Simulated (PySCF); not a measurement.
PySCF input file for Si(CCH)(Cl)2(Me) (C3H4Cl2Si), SMILES C#C[Si](C)(Cl)Cl, KT2/pcSseg-1. Coordinates come from a PBE0-D3(BJ)/def2-SVP optimisation.

```python
import numpy as np
from pyscf import gto, scf, dft
from pyscf.prop.nmr import rks as nmr

mol = gto.M(
    atom='''
    C     2.95922007    0.39206353    0.00000000
    C     1.76795707    0.14657312    0.00000000
    Si   -0.00688383   -0.26694257    0.00000000
    C    -0.29942597   -2.09386628   -0.00000000
    Cl   -0.86499502    0.58396160    1.66985840
    Cl   -0.86499502    0.58396160   -1.66985840
    H     4.01186491    0.61550859    0.00000000
    H     0.15307407   -2.54683851   -0.89497418
    H    -1.37831584   -2.30795222   -0.00000001
    H     0.15307407   -2.54683852    0.89497417
    ''',
    basis='pcSseg-1',
    charge=0,
    spin=0,
    max_memory=1600,
    verbose=3,
)
mf = dft.RKS(mol, xc='kt2')
mf.grids.level = 3
mf.conv_tol = 1e-10
mf.max_cycle = 100
mf.kernel()
n = nmr.NMR(mf)
n.verbose = 2
n.max_cycle_cphf = 60
sigma = n.kernel()
print('atom   isotropic/ppm   span/ppm')
for i, s in enumerate(sigma):
    w = np.linalg.eigvalsh((s + s.T) / 2)
    print(f'{mol.atom_symbol(i):2s}{i + 1:3d} {w.mean():14.3f} {w[2] - w[0]:11.3f}')
```

Output:

```
converged SCF energy = -1338.04155960971
atom   isotropic/ppm   span/ppm
C   1         89.140     216.056
C   2        104.447     279.343
Si  3        355.168      80.834
C   4        172.993      26.666
Cl  5        820.326     269.635
Cl  6        820.326     269.635
H   7         28.359      14.249
H   8         30.475      10.279
H   9         30.414       9.558
H  10         30.475      10.279
```

Self-consistency was reached.

Cost: very roughly 30 core-seconds.
